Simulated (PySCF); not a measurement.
Species: diisopropyl ether, C₆H₁₄O.
SMILES with atom numbers: `[CH3:1][CH:2]([CH3:3])[O:4][CH:5]([CH3:6])[CH3:7]` (hydrogens: H8, H9, H10 on C1; H11 on C2; H12, H13, H14 on C3; H15 on C5; H16, H17, H18 on C6; H19, H20, H21 on C7)

The same species was optimised twice, with GFN2-xTB and with PBE0-D3(BJ)/def2-SVP (PySCF), and the same property calculations (PySCF, gas phase) were run on both structures.

```csv
coordinate,GFN2-xTB,PBE0-D3(BJ)/def2-SVP,change
C5–C6 (Å),1.526,1.516,-0.010
C2–C3 (Å),1.526,1.516,-0.010
C5–C7 (Å),1.532,1.522,-0.010
C1–C2 (Å),1.532,1.522,-0.010
C2–O4 (Å),1.418,1.411,-0.007
O4–C5 (Å),1.418,1.411,-0.007
C6–C5–C7 (°),110.8,112.4,+1.6
C1–C2–C3 (°),110.9,112.4,+1.5
O4–C5–C7 (°),111.2,110.7,-0.5
C1–C2–O4 (°),111.1,110.7,-0.4
C2–O4–C5 (°),116.5,116.3,-0.2
O4–C5–C6 (°),107.0,107.1,+0.1
C3–C2–O4 (°),107.1,107.1,0.0
C1–C2–O4–C5 (°),-86,-84,+2
C2–O4–C5–C6 (°),153,153,0
```

Rotational constants: A = 4125, B = 1543, C = 1364 MHz (GFN2-xTB) against A = 4097, B = 1568, C = 1386 MHz (PBE0-D3(BJ)/def2-SVP). Point groups within 0.08 Å: C2 and C2.

On the GFN2-xTB structure: HOMO (eV) -7.11 [PBE0/pcSseg-1]; LUMO (eV) 1.40 [PBE0/pcSseg-1]; dipole (D) 1.23 [PBE0/pcSseg-1]; GIAO shielding of C1/C3/C6/C7 (mean) (ppm) 162.4 [PBE0/pcSseg-1]; GIAO shielding of C2/C5 (mean) (ppm) 115.1 [PBE0/pcSseg-1]; GIAO shielding of O4 (ppm) 241.5 [PBE0/pcSseg-1].

Task: What do these properties become on the PBE0-D3(BJ)/def2-SVP structure?

Result: 
```
                                    property          level  on GFN2-xTB  on PBE0-D3(BJ)/def2-SVP  change
                                   HOMO (eV)  PBE0/pcSseg-1        -7.11                    -7.16   -0.05
                                   LUMO (eV)  PBE0/pcSseg-1         1.40                     1.36   -0.04
                                  dipole (D)  PBE0/pcSseg-1         1.23                     1.21   -0.02
energy, GFN2-xTB geometry as zero (kcal/mol)  PBE0/pcSseg-1          0.0                     -0.6    -0.6
  GIAO shielding of C1/C3/C6/C7 (mean) (ppm)  PBE0/pcSseg-1        162.4                    161.1    -1.3
        GIAO shielding of C2/C5 (mean) (ppm)  PBE0/pcSseg-1        115.1                    116.3    +1.2
                  GIAO shielding of O4 (ppm)  PBE0/pcSseg-1        241.5                    241.7    +0.2
```

The heavy atoms differ by 0.024 Å rms after alignment. Among bonds between heavy atoms C1–C2, C2–C3, C5–C6 and C5–C7 change most and about equally (-0.010 Å). Changes are differences of the printed values. Neither structure is proved a minimum here.

The values belong to the conformer `[CH3:1][CH:2]([CH3:3])[O:4][CH:5]([CH3:6])[CH3:7]`: C1–C2–O4–C5 -84°, C2–O4–C5–C6 153°.
